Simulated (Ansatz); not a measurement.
Ag2H2S2⁺, that is (AgSH)2 ring with one electron fewer, relaxed as a doublet with UKS PBE-D4/def2-SVP in Ansatz, starting from the PBE-D4/def2-SVP geometry of the neutral singlet. Force threshold 0.02 eV/Å.

In the def2 sets Ag takes a core potential; there is no spin–orbit coupling. No other spin state of charge 1 was run.

Start:

Cartesian coordinates in Å:
```
Ag -0.707 -0.023 -1.181
S 1.520 1.197 -0.936
Ag 0.707 0.029 1.181
S -1.517 -1.198 0.934
H 2.285 0.154 -1.371
H -2.286 -0.159 1.372
```

(1) Estimate the energy that the relaxation releases and the steps that it takes.

(2) Does the start keep its bonding and symmetry?

(3) Predict the relaxed structure.

Answers

(1) 22.0 kJ/mol, in 4 steps; 9 s on 4 threads of Arm Neoverse V2 on a shared host. No frequencies were taken in this run, so the end may be a saddle point.

(2) By distances, no bond broke or formed. The bond that changes most is Ag3–S4, from 2.55 to 2.48 Å (atoms count from 1). Point group C2h at the start, C2h at the end, both within 0.05 Å.

(3) 
| atom | x (Å) | y (Å) | z (Å) |
| --- | --- | --- | --- |
| Ag1 | -0.807 | -0.028 | -1.348 |
| S2 | 1.334 | 1.115 | -0.823 |
| Ag3 | 0.807 | 0.031 | 1.349 |
| S4 | -1.332 | -1.116 | 0.822 |
| H5 | 2.135 | 0.102 | -1.280 |
| H6 | -2.136 | -0.104 | 1.280 |
Bond lengths (bridged metal pairs left out): 4 × Ag–S 2.48 Å; 2 × H–S 1.37 Å.
